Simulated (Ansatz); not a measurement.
Species, as SMILES: F[C]F (closed-shell singlet).
Atoms: F1, C2, F3. Bonds: F1-C2, C2-F3.

Basis-set convergence of the optimised C2-F3 bond length at B3LYP with Ansatz (an electronic-structure program). All functions are spherical. The program fits the integrals of some runs and decomposes those of others, by size. No added dispersion term, no relativity. Reference: the value in def2-QZVPPD, 1.3025 Å, itself unsure by roughly 0.0003 Å (its mean distance from pcseg-3, def2-QZVPP, cc-pVQZ). Deviations are taken from unrounded values.

```tsv
basis	functions	optimised C2-F3 bond length (Å)	minus reference (Å)
pcseg-0	27	1.3633	0.0608
def2-SVP	42	1.2988	-0.0037
6-311G**	54	1.3073	0.0048
def2-SVPD	66	1.3028	0.0004
aug-pcseg-1	69	1.3112	0.0088
6-311++G(2d,2p)	81	1.3051	0.0026
def2-TZVPPD	117	1.3037	0.0012
jun-cc-pV(T+d)Z	117	1.3041	0.0016
cc-pVQZ	165	1.3028	0.0003
```
